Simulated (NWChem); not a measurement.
System: CH$_{6}$MgOSi; SMILES [CH3][Mg][O][SiH3]

Input file for NWChem:

```
start job
memory heap 200 mb stack 900 mb global 1100 mb
geometry units angstroms noautosym nocenter noautoz
  Mg    -0.772773     0.674246     0.544069
  C     -1.980843     1.615280     1.955125
  H     -2.105947     0.996395     2.851789
  H     -2.980950     1.819138     1.553986
  H     -1.552665     2.573285     2.273796
  O      0.278757    -0.144594    -0.684122
  Si     1.223621    -0.883604    -1.787347
  H      0.427097    -1.716139    -2.740816
  H      2.223542    -1.794737    -1.149598
  H      1.996223     0.096672    -2.611179
end
basis spherical
  * library 6-311g**
end
dft
  xc pbe0
  iterations 150
end
tddft
  cis
  ecut -63.0
  nroots 6
  notriplet
end
task tddft energy
```

Parts of the log:

```
             Northwest Computational Chemistry Package (NWChem) 7.3.0
             --------------------------------------------------------

                             Geometry "geometry" -> ""
                             -------------------------

 Output coordinates in angstroms (scale by  1.889725989 to convert to a.u.)

  No.       Tag          Charge          X              Y              Z
 ---- ---------------- ---------- -------------- -------------- --------------
    1 Mg                  12.0000    -0.77277300     0.67424600     0.54406900
    2 C                    6.0000    -1.98084300     1.61528000     1.95512500
    3 H                    1.0000    -2.10594700     0.99639500     2.85178900
    4 H                    1.0000    -2.98095000     1.81913800     1.55398600
    5 H                    1.0000    -1.55266500     2.57328500     2.27379600
    6 O                    8.0000     0.27875700    -0.14459400    -0.68412200
    7 Si                  14.0000     1.22362100    -0.88360400    -1.78734700
    8 H                    1.0000     0.42709700    -1.71613900    -2.74081600
    9 H                    1.0000     2.22354200    -1.79473700    -1.14959800
   10 H                    1.0000     1.99622300     0.09667200    -2.61117900

 Effective nuclear repulsion energy (a.u.)     173.4973853253

                                 NWChem DFT Module
                                 -----------------

 Summary of "ao basis" -> "ao basis" (spherical)
 ------------------------------------------------------------------------------
       Tag                 Description            Shells   Functions and Types
 ---------------- ------------------------------  ------  ---------------------
 Mg                         6-311g**                12       26   6s5p1d
 C                          6-311g**                 8       18   4s3p1d
 H                          6-311g**                 4        6   3s1p
 O                          6-311g**                 8       18   4s3p1d
 Si                         6-311g**                12       26   6s5p1d

[...]

                                NWChem TDDFT Module
                                -------------------

            General Information
            -------------------
           No. of orbitals :     248
            Alpha orbitals :     124
             Beta orbitals :     124
        Alpha frozen cores :       0
         Beta frozen cores :       0
     Alpha frozen virtuals :       0
      Beta frozen virtuals :       0
         Spin multiplicity :       1
    Number of AO functions :     124
        Use of symmetry is : off
      Symmetry adaption is : off
         Schwarz screening :  0.10D-07

              XC Information
              --------------
                  PBE0 Method XC Functional
              Hartree-Fock (Exact) Exchange   0.25
   PerdewBurkeErnzerhof Exchange Functional   0.75
     Perdew 1991 LDA Correlation Functional   1.00 local
    PerdewBurkeErnz. Correlation Functional   1.00 non-local

             TDDFT Information
             -----------------
          Calculation type : Tamm-Dancoff TDDFT
         Wavefunction type : Restricted singlets
          No. of electrons :      46
           Alpha electrons :      23
            Beta electrons :      23
              No. of roots :       6
          Max subspacesize :    5200
            Max iterations :     100
               Target root :       1
           Target symmetry : none
             Energy Cutoff :-0.63D+02
      Symmetry restriction : off
                 Algorithm : Optimal
        Davidson threshold :  0.10D-03

    6 smallest eigenvalue differences (eV)
--------------------------------------------------------
  No. Spin  Occ  Vir  Irrep   E(Occ)    E(Vir)   E(Diff)
--------------------------------------------------------
    1    1    1   24 a       -66.227    -0.033  1801.239
    2    1    1   25 a       -66.227     0.004  1802.240
    3    1    1   26 a       -66.227     0.004  1802.240
    4    1    1   27 a       -66.227     0.034  1803.064
    5    1    1   28 a       -66.227     0.068  1804.000
    6    1    1   29 a       -66.227     0.093  1804.663
--------------------------------------------------------

  Entering Davidson iterations
  Restricted singlet excited states

  Iter   NTrls   NConv    DeltaV     DeltaE      Time
  ----  ------  ------  ---------  ---------  ---------
    1      6       0     0.10E+00   0.10+100       10.2
    2     12       0     0.12E-01   0.37E-02       10.2
    3     18       0     0.18E+00   0.36E-02       10.2
    4     24       3     0.17E-01   0.20E-01       10.3
    5     27       5     0.13E-02   0.38E-03        9.2
    6     28       6     0.88E-04   0.93E-06        8.0
  ----  ------  ------  ---------  ---------  ---------
  Convergence criterion met

  Ground state a        -606.256903088230 a.u.

  ----------------------------------------------------------------------------
  Root   1 singlet a             66.150263506 a.u.             1800.0410 eV
  ----------------------------------------------------------------------------
     Transition Moments    X  0.00268   Y -0.00210   Z -0.00313
     Dipole Oscillator Strength                    0.0009433384
     Electric Quadrupole                           0.0008366405
     Magnetic Dipole                               0.0000172924
     Total Oscillator Strength                     0.0017972713

[...]
```

Level: PBE0/6-311G** (spherical d), restricted-window TDA. Structure relaxed at the B3LYP/6-31G* (spherical d) level. The quadrupole and magnetic terms of the printed total strengths depend on the origin.
